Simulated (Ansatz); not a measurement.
Relaxation of C2H7FO2Si2 (14 atoms, charge 0, multiplicity 1), to a largest force component of 0.02 eV/Å in at most 40 steps.

Computed with UKS PBE/STO-3G (Ansatz).

```xyz
14
Properties=species:S:1:pos:R:3:forces:R:3
O -1.737 -1.998 -1.122 -10.66 6.62 -2.98
C -0.790 -2.600 -0.854 6.05 -5.47 1.59
O 0.389 -2.114 -0.514 4.88 -0.28 1.39
Si 0.821 -0.480 -0.440 -5.63 0.56 -1.10
F 2.292 -0.356 -0.030 4.76 -0.02 1.27
C -0.273 0.426 0.805 0.88 -1.20 0.67
Si 0.160 2.194 0.602 -2.13 2.74 0.86
H -0.712 -3.682 -0.854 0.25 -2.24 0.09
H 0.604 0.083 -1.762 0.09 0.15 -0.36
H -1.338 0.240 0.662 -0.35 -0.02 -0.44
H -0.057 0.069 1.843 0.06 0.27 -0.52
H -0.168 2.678 -0.754 0.31 -0.32 0.36
H -0.735 3.018 1.527 1.03 -0.72 -0.84
H 1.530 2.494 0.919 0.46 -0.08 0.01
```

Task: Where does it end, and by what steps?

Result: It converged. Limits of this set-up: minimal basis. After 17 steps the energy has fallen by 1.677 eV; O1 moved furthest, 0.65 Å. The start is strongly strained (largest force component 11 eV/Å). Joined: O1–Si4.

```
step  energy less start (eV)  largest force component (eV/Å)  accepted
   0                  0.0000                          10.663       yes
   1                 -1.2972                           2.867       yes
   2                 -1.4221                           1.750       yes
   3                 -1.5112                           1.775       yes
   4                 -1.5733                           0.776       yes
   5                 -1.6112                           0.254       yes
   6                 -1.6220                           0.149       yes
   7                 -1.6314                           0.173       yes
   8                 -1.6357                           0.132       yes
   9                 -1.6361                           0.095       yes
  10                 -1.6392                           0.159       yes
  11                 -1.6408                           0.151       yes
  12                 -1.6526                           0.179       yes
  13                 -1.6668                           0.278       yes
  14                 -1.6723                           0.164       yes
  15                 -1.6754                           0.139       yes
  16                 -1.6760                           0.091       yes
  17                 -1.6766                           0.020       yes
```

```xyz
14
Properties=species:S:1:pos:R:3
O -1.235 -1.589 -1.066
C -0.580 -2.665 -0.724
O 0.705 -2.444 -0.322
Si 0.599 -0.576 -0.593
F 2.193 -0.356 -0.195
C -0.355 0.450 0.687
Si 0.087 2.282 0.692
H -0.972 -3.715 -0.736
H 0.529 -0.118 -1.988
H -1.438 0.341 0.509
H -0.160 0.035 1.691
H -0.177 2.867 -0.614
H -0.705 2.992 1.686
H 1.496 2.466 1.004
```

Run time: 79 s on 1 thread of AMD EPYC 7R13 Processor (Zen 3) (shared host), peak memory 0.21 GiB.
